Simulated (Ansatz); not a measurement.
CH6InN, SMILES `C[NH][InH2]`. Total charge 0; spin multiplicity 1. In: def2 effective core potential.

```xyz
9

C    -0.816    0.726   -0.771
N     0.233   -0.226   -0.502
In    0.936   -0.823    1.285
H    -1.218    1.117    0.167
H    -1.659    0.283   -1.319
H    -0.465    1.589   -1.353
H     0.632   -0.612   -1.343
H     2.198   -1.977    1.220
H     0.158   -0.077    2.616
```

What are the harmonic wavenumbers in cm⁻¹ at PBE0-D4/def2-TZVP (Ansatz, finite differences of forces, unscaled)? (Estimate.)

The calculation gave: 128, 200, 236, 397, 464, 532, 538, 590, 1083, 1131, 1143, 1385, 1454, 1481, 1510, 1847, 1853, 2988, 3027, 3094, 3614.

Is this a minimum?

Yes, all 21 modes are real.

Give the ideal-gas thermochemistry at 298.15 K and 1 bar (rigid rotor, harmonic oscillator; point group Cs, symmetry number 1).

Zero-point energy 171.6 kJ/mol; H(298) − E = 189.4 kJ/mol; entropy 318.2 J/(mol·K), of which translation 171.1, rotation 103.1, vibration 44.0; G(298) − E = 94.5 kJ/mol.
